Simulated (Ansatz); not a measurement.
K3S2. Charge 0, multiplicity 2. Geometry r2SCAN-D4/def2-SVP.

| atom | x (Å) | y (Å) | z (Å) |
| --- | --- | --- | --- |
| K1 | -0.458 | 2.352 | -1.733 |
| K2 | -1.340 | -2.302 | 0.154 |
| K3 | 1.871 | -0.423 | 1.854 |
| S4 | -0.706 | 0.625 | 0.635 |
| S5 | 0.633 | -0.253 | -0.910 |

LC-ωPBE has ω = 0.4 bohr⁻¹. At HF/STO-3G the highest occupied level of the charge 0 doublet lies above zero (up to 0.67 eV). In Hartree–Fock with STO-3G the lack of diffuse functions raises the level. Another isomer (doublet) lies 0.09 eV lower at PBE0-D4/def2-TZVP; other spin states weren't run for this one.

Q: Estimate the α-spin orbital energies around the gap (eV) in Ansatz with HF/STO-3G, LDA (SPW92)/def2-TZVP, PBE-D4/def2-TZVP, PBE0-D4/def2-SVP, LC-ωPBE/def2-TZVP.

A: 
| orbital | HF/STO-3G | LDA (SPW92)/def2-TZVP | PBE-D4/def2-TZVP | PBE0-D4/def2-SVP | LC-ωPBE/def2-TZVP |
| --- | --- | --- | --- | --- | --- |
| HOMO−13 | -22.84 | -17.93 | -17.87 | -20.07 | -22.95 |
| HOMO−12 | -22.75 | -17.85 | -17.80 | -19.98 | -22.72 |
| HOMO−11 | -22.72 | -17.84 | -17.80 | -19.97 | -22.69 |
| HOMO−10 | -22.72 | -17.81 | -17.77 | -19.94 | -22.68 |
| HOMO−9 | -22.70 | -17.80 | -17.75 | -19.92 | -22.66 |
| HOMO−8 | -22.64 | -17.77 | -17.71 | -19.88 | -22.64 |
| HOMO−7 | -19.62 | -15.83 | -15.73 | -17.96 | -21.25 |
| HOMO−6 | -15.44 | -12.79 | -12.71 | -14.54 | -17.85 |
| HOMO−5 | -5.49 | -6.58 | -6.43 | -7.42 | -9.85 |
| HOMO−4 | -5.10 | -5.74 | -5.57 | -6.78 | -9.65 |
| HOMO−3 | -4.54 | -5.60 | -5.44 | -6.61 | -9.51 |
| HOMO−2 | -1.79 | -3.66 | -3.51 | -4.50 | -7.09 |
| HOMO−1 | -1.78 | -3.41 | -3.27 | -4.21 | -6.85 |
| HOMO | 0.67 | -1.98 | -1.87 | -2.06 | -3.05 |
| LUMO | 4.76 | -1.59 | -1.54 | -1.21 | -0.09 |
| LUMO+1 | 4.88 | -1.36 | -1.27 | -0.93 | 0.20 |
| LUMO+2 | 9.10 | -0.86 | -0.65 | 0.19 | 1.48 |
| LUMO+3 | 9.80 | -0.42 | -0.34 | 0.25 | 1.70 |
| LUMO+4 | 10.05 | -0.15 | -0.03 | 0.42 | 1.77 |
| LUMO+5 | 11.25 | 0.15 | 0.30 | 0.75 | 2.15 |
| β HOMO | -1.97 | -3.40 | -3.26 | -4.21 | -6.85 |
| β LUMO | 5.13 | -1.64 | -1.39 | -1.00 | -0.09 |
